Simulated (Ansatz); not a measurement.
Harmonic vibrations of Cl$_{3}$SSi (`[S][Si](Cl)(Cl)Cl`) radical by finite differences.

```yaml
crystal:
  periodic: [false, false, false]
  atoms:
    - {symbol: S, position_ang: [-0.957708, -0.126041, 1.840653]}
    - {symbol: Si, position_ang: [-0.006642, 0.003745, -0.023666]}
    - {symbol: Cl, position_ang: [1.606381, -1.219432, 0.152065]}
    - {symbol: Cl, position_ang: [-1.189584, -0.622665, -1.548791]}
    - {symbol: Cl, position_ang: [0.597453, 1.890794, -0.461662]}
basis:
  gaussian: {orbitals: def2-TZVP}
magnetization: {spin_polarized: true, initial_magnetization: 1}
hamiltonian: {xc: pbe0, dispersion: d4}
phonons: {temperatures: {t_min: 298.15, t_max: 900, t_step: 200}}
```

```sh
$ ansatz run in.yaml --threads 4 --pin off --events-out ev --progress --plain
```

Output, abridged:

```
Functional definition: PBE0
  name "PBE0"
  cite "Adamo & Barone, J. Chem. Phys. 110, 6158 (1999) doi:10.1063/1.478522"
  cite "Perdew, Burke & Ernzerhof, Phys. Rev. Lett. 77, 3865 (1996) doi:10.1103/PhysRevLett.77.3865"
  parent pbe
  parameter a = 0.25
  parameter kappa = 0.804
  parameter beta = 0.06672455060314922
  exchange = (1 - a)*pbe_x(kappa = kappa, mu = beta*pi^2/3) + a*exact_x
  correlation = pbe_c(beta = beta)
mean field -56267.35757415 eV, -2067.7872514653 hartree, gradient 4.7e-7 eV, S^2 0.755107; 2 other end points of the search recorded, 0 dependent functions left out
the calculation of the forces begins
these checks for a lower state are left out or cut short: stability, starts, cluster_reference, orbital_swaps, neighbouring_geometries, increment
mean field -56267.35753755 eV, -2067.7872501201 hartree, gradient 4.1e-6 eV, S^2 0.755106; 0 other end points of the search recorded, 0 dependent functions left out
the calculation of the forces begins
these checks for a lower state are left out or cut short: stability, starts, cluster_reference, orbital_swaps, neighbouring_geometries, increment
mean field -56267.35758641 eV, -2067.7872519156 hartree, gradient 3.5e-6 eV, S^2 0.755107; 0 other end points of the search recorded, 0 dependent functions left out
the calculation of the forces begins
these checks for a lower state are left out or cut short: stability, starts, cluster_reference, orbital_swaps, neighbouring_geometries, increment
mean field -56267.35756726 eV, -2067.7872512120 hartree, gradient 4.1e-6 eV, S^2 0.755106; 0 other end points of the search recorded, 0 dependent functions left out
the calculation of the forces begins
these checks for a lower state are left out or cut short: stability, starts, cluster_reference, orbital_swaps, neighbouring_geometries, increment
mean field -56267.35757496 eV, -2067.7872514951 hartree, gradient 3.9e-6 eV, S^2 0.755107; 0 other end points of the search recorded, 0 dependent functions left out
the calculation of the forces begins
these checks for a lower state are left out or cut short: stability, starts, cluster_reference, orbital_swaps, neighbouring_geometries, increment
mean field -56267.35757996 eV, -2067.7872516788 hartree, gradient 3.4e-6 eV, S^2 0.755109; 0 other end points of the search recorded, 0 dependent functions left out
the calculation of the forces begins
these checks for a lower state are left out or cut short: stability, starts, cluster_reference, orbital_swaps, neighbouring_geometries, increment
mean field -56267.35748295 eV, -2067.7872481138 hartree, gradient 3.3e-6 eV, S^2 0.755105; 0 other end points of the search recorded, 0 dependent functions left out
the calculation of the forces begins
these checks for a lower state are left out or cut short: stability, starts, cluster_reference, orbital_swaps, neighbouring_geometries, increment
mean field -56267.35749976 eV, -2067.7872487316 hartree, gradient 2.8e-6 eV, S^2 0.755106; 0 other end points of the search recorded, 0 dependent functions left out
the calculation of the forces begins
these checks for a lower state are left out or cut short: stability, starts, cluster_reference, orbital_swaps, neighbouring_geometries, increment
mean field -56267.35749748 eV, -2067.7872486476 hartree, gradient 2.4e-6 eV, S^2 0.755107; 0 other end points of the search recorded, 0 dependent functions left out
[...]
mean field -56267.35757357 eV, -2067.7872514437 hartree, gradient 1.9e-6 eV, S^2 0.755107; 0 other end points of the search recorded, 0 dependent functions left out
the calculation of the forces begins
these checks for a lower state are left out or cut short: stability, starts, cluster_reference, orbital_swaps, neighbouring_geometries, increment
mean field -56267.35756525 eV, -2067.7872511383 hartree, gradient 1.8e-6 eV, S^2 0.755106; 0 other end points of the search recorded, 0 dependent functions left out
the calculation of the forces begins
these checks for a lower state are left out or cut short: stability, starts, cluster_reference, orbital_swaps, neighbouring_geometries, increment
mean field -56267.35751926 eV, -2067.7872494481 hartree, gradient 3.1e-6 eV, S^2 0.755107; 0 other end points of the search recorded, 0 dependent functions left out
the calculation of the forces begins
these checks for a lower state are left out or cut short: stability, starts, cluster_reference, orbital_swaps, neighbouring_geometries, increment
mean field -56267.35758212 eV, -2067.7872517583 hartree, gradient 3.0e-6 eV, S^2 0.755107; 0 other end points of the search recorded, 0 dependent functions left out
the calculation of the forces begins
these checks for a lower state are left out or cut short: stability, starts, cluster_reference, orbital_swaps, neighbouring_geometries, increment
mean field -56267.35754860 eV, -2067.7872505263 hartree, gradient 1.7e-6 eV, S^2 0.755107; 0 other end points of the search recorded, 0 dependent functions left out
the calculation of the forces begins
these checks for a lower state are left out or cut short: stability, starts, cluster_reference, orbital_swaps, neighbouring_geometries, increment
mean field -56267.35757825 eV, -2067.7872516160 hartree, gradient 1.6e-6 eV, S^2 0.755107; 0 other end points of the search recorded, 0 dependent functions left out
the calculation of the forces begins
these checks for a lower state are left out or cut short: stability, starts, cluster_reference, orbital_swaps, neighbouring_geometries, increment
mean field -56267.35749599 eV, -2067.7872485930 hartree, gradient 4.8e-6 eV, S^2 0.755106; 0 other end points of the search recorded, 0 dependent functions left out
the calculation of the forces begins
these checks for a lower state are left out or cut short: stability, starts, cluster_reference, orbital_swaps, neighbouring_geometries, increment
mean field -56267.35758105 eV, -2067.7872517187 hartree, gradient 4.7e-6 eV, S^2 0.755107; 0 other end points of the search recorded, 0 dependent functions left out
the calculation of the forces begins
these checks for a lower state are left out or cut short: stability, starts, cluster_reference, orbital_swaps, neighbouring_geometries, increment
mean field -56267.35758079 eV, -2067.7872517092 hartree, gradient 3.3e-6 eV, S^2 0.755107; 0 other end points of the search recorded, 0 dependent functions left out
the calculation of the forces begins
these checks for a lower state are left out or cut short: stability, starts, cluster_reference, orbital_swaps, neighbouring_geometries, increment
mean field -56267.35754912 eV, -2067.7872505454 hartree, gradient 3.3e-6 eV, S^2 0.755107; 0 other end points of the search recorded, 0 dependent functions left out
the calculation of the forces begins
these checks for a lower state are left out or cut short: stability, starts, cluster_reference, orbital_swaps, neighbouring_geometries, increment
mean field -56267.35757166 eV, -2067.7872513736 hartree, gradient 2.0e-6 eV, S^2 0.755107; 0 other end points of the search recorded, 0 dependent functions left out
the calculation of the forces begins
these checks for a lower state are left out or cut short: stability, starts, cluster_reference, orbital_swaps, neighbouring_geometries, increment
mean field -56267.35747011 eV, -2067.7872476419 hartree, gradient 2.1e-6 eV, S^2 0.755106; 0 other end points of the search recorded, 0 dependent functions left out
the calculation of the forces begins
these checks for a lower state are left out or cut short: stability, starts, cluster_reference, orbital_swaps, neighbouring_geometries, increment
mean field -56267.35755250 eV, -2067.7872506698 hartree, gradient 3.6e-6 eV, S^2 0.755106; 0 other end points of the search recorded, 0 dependent functions left out
the calculation of the forces begins
these checks for a lower state are left out or cut short: stability, starts, cluster_reference, orbital_swaps, neighbouring_geometries, increment
mean field -56267.35758117 eV, -2067.7872517233 hartree, gradient 3.5e-6 eV, S^2 0.755107; 0 other end points of the search recorded, 0 dependent functions left out
the calculation of the forces begins
Total energy: -56267.59612788 eV, -2067.7960181529 hartree
Atom 0 at    -0.957708    -0.126041     1.840653 Å, force     0.000197    -0.000042    -0.000521 eV/Å
Atom 1 at    -0.006642     0.003745    -0.023666 Å, force     0.000750    -0.001128     0.001025 eV/Å
Atom 2 at     1.606381    -1.219432     0.152065 Å, force    -0.000506     0.000521     0.000155 eV/Å
Atom 3 at    -1.189584    -0.622665    -1.548791 Å, force    -0.000555     0.000064    -0.000407 eV/Å
Atom 4 at     0.597453     1.890794    -0.461662 Å, force     0.000115     0.000585    -0.000252 eV/Å
Dipole moment:    -0.027937    -0.002160     0.051074 e Å
Vibrations: 86.69 125.91 192.40 203.64 213.53 409.29 587.25 604.81 621.40 cm⁻¹, zero-point energy 0.188760 eV
```

Run time 2.9 min (4 threads of a server CPU on a shared host); peak host memory 1.2 GiB.
